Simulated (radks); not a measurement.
All-electron atom: Sb+ in [Kr] 4d7.5 5s1.5 5p5 (fractional occupations, a model configuration).

Method: scalar-relativistic Kohn-Sham, PBE, spin-polarised, spherical densities, point nucleus; open shells are filled with parallel spins first (spin-orbit coupling, left out, can overturn this in heavy ions); computed with a radial shooting solver on a logarithmic mesh with Libxc functionals.

Energy parts (Ry):
part                        energy
total                 -12955.44604
kinetic                13551.01959
electron-nucleus      -31236.93045
Hartree                 5068.13364
exchange-correlation    -337.66882

Orbitals (lengths in bohr, moments of r in powers of bohr; <r^-3> diverges for s and p1/2; r(90%) holds 90 % of the orbital's charge):
orbital  occ.  eigenvalue (Ry)  <r^-3>  r(90%)
1s up       1        -2229.723       -  0.0511
1s down     1        -2229.717       -  0.0511
2s up       1        -341.3557       -   0.189
2s down     1        -341.2945       -   0.189
2p up       3        -306.6791    5036   0.174
2p down     3        -306.6303    5037   0.174
3s up       1        -68.76481       -   0.486
3s down     1        -68.73223       -   0.486
3p up       3        -57.46820   944.0   0.493
3p down     3        -57.43098   943.7   0.493
3d up       5        -40.25530   130.1   0.480
3d down     5        -40.19966   130.0   0.480
4s up       1        -13.07722       -    1.12
4s down     1        -12.87191       -    1.12
4p up       3         -9.55902   182.4    1.22
4p down     3         -9.35279   182.6    1.22
4d up       5         -4.38091   19.07    1.47
4d down   2.5         -4.17925   19.03    1.48
5s up       1         -1.99526       -    2.82
5s down   0.5         -1.87191       -    2.87
5p up       3         -1.21282   22.34    3.40
5p down     2         -1.11367   20.94    3.50

The highest occupied level is 5p down at -15.152 eV. Summed over all electrons, <r^2> = 54.20 bohr^2, which gives a Langevin (diamagnetic) susceptibility term of -42.9 x 10^-6 cm^3/mol.
